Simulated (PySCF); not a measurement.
## How methods differ on the ionisation energy of Bi

Bi [Xe] 4f14 5d10 6s2 6p3 (4S) → Bi⁺ [Xe] 4f14 5d10 6s2 6p2 (3P), as a difference of total energies. Calculation: PySCF 2.14, in aug-cc-pwCVDZ-PP with ECP60MDF (6s5p4d1f, 48 functions); a scalar-relativistic core potential. Correlated levels: valence and next inner shell: nothing frozen outside the core potential. The calculations carry no spin-orbit coupling.

| method | ionisation energy (eV) | difference from reference (eV) |
| --- | --- | --- |
| UHF | 8.226 | +0.940 |
| MP2 (valence and next inner shell) | 8.628 | +1.342 |
| SCS-MP2 (valence and next inner shell) | 8.473 | +1.187 |
| CCSD (valence and next inner shell) | 8.522 | +1.236 |
| CCSD(T) (valence and next inner shell) | 8.533 | +1.247 |

Reference: 7.286 eV (measured; NIST Atomic Spectra Database, ionization energies).

Spin-orbit coupling is strong in these open shells (close to jj coupling). The scalar numbers leave it out and a first-order estimate fails, so it can dominate the gap to the real levels.

Errors of the correlated levels include the incompleteness of this basis.
